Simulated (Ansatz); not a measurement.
Reactions of CH₅FS₂Si, SMILES `CS[SiH](F)S`.

Isolated molecules relaxed with PBE0-D4/def2-TZVP in Ansatz; ΔE leaves out vibrations. CBS: MP2 limit from def2 TZ/QZ plus the TZ coupled-cluster correction, frozen cores. This one scheme is used for every species. def2 core potentials past Kr. For Te outer-core shells are correlated without core-valence functions, which leaves a few kJ/mol of doubt a bond. One conformer a species, not always the lowest.

(1) Order these by ΔE at CCSD(T)/CBS, lowest first. (Estimate.)
A. `CS[SiH](F)S` + `C#CS` → `C#CSC` + `F[SiH](S)S`
B. `CS[SiH](F)S` + `O[SiH3]` → `O[SiH2][SiH](F)S` + CH₃SH
C. `CS[SiH](F)S` + H₂O → `O[SiH](F)S` + CH₃SH
D. `CS[SiH](F)S` + `CC[TeH]` → `CC[Te]C` + `F[SiH](S)S`

Largest T1 diagnostic: 0.013, for `C#CS`.

Results:

(1) C (-10.6 kcal/mol), D (-5.0 kcal/mol), A (-2.7 kcal/mol), B (+18.8 kcal/mol).
